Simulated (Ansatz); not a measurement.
Mulliken charges of Cl₂FGeO (`[O][Ge]([F])([Cl])[Cl]`) radical from ωB97M-V/def2-TZVPP in Ansatz (PBE0-D4/def2-TZVP geometry).

```json
{"atom": "O1", "x (Å)": "1.076", "y (Å)": "-1.300", "z (Å)": "0.666", "charge (e)": "-0.264"}
{"atom": "Ge2", "x (Å)": "0.007", "y (Å)": "-0.028", "z (Å)": "0.048", "charge (e)": "0.970"}
{"atom": "F3", "x (Å)": "-0.975", "y (Å)": "0.598", "z (Å)": "1.302", "charge (e)": "-0.329"}
{"atom": "Cl4", "x (Å)": "-1.265", "y (Å)": "-0.887", "z (Å)": "-1.390", "charge (e)": "-0.188"}
{"atom": "Cl5", "x (Å)": "1.207", "y (Å)": "1.543", "z (Å)": "-0.667", "charge (e)": "-0.188"}
```

Problem. By hand: the dipole of these point charges (1 e Å = 4.8032 D).

Solution. Σ q r = (0.054, -0.004, -0.171) e Å, of length 0.179 e Å = 0.86 D.

Problem. How does the dipole of the full density compare? (An estimate is asked.)

Solution. The calculation gave: (0.018, 0.044, -0.210) e Å, 1.03 D; the point charges give 0.83 times that, at 18° from its direction.

Point charges leave out the atoms' own dipoles, such as those of lone pairs, and Mulliken's split depends on the basis, so the two needn't agree.
